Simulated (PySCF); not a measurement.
BF2, SMILES [B-](F)F (connectivity only; charge and spin as stated), charge -1, multiplicity 1. Heavy atoms are numbered as in [B-:1]([F:2])[F:3].

Geometry: PBE0-D3(BJ)/def2-TZVPD.

The numbers are results of PBE/pcSseg-2 run with PySCF, not measurements.

GIAO shieldings, no solvent; atoms alike by connectivity are averaged. δ = σ(ref) − σ: ¹¹B against BF3 (σ = 83.1 ppm); ¹⁹F against CFCl3 (σ = 132.0 ppm), references at their B3LYP-D3(BJ)/def2-TZVP geometries, non-relativistic.

Computed chemical shifts:
```
nucleus  atoms  count  δ (ppm)
-------  -----  -----  -------
¹¹B         B1      1     33.6
¹⁹F         F2      2      6.1
```
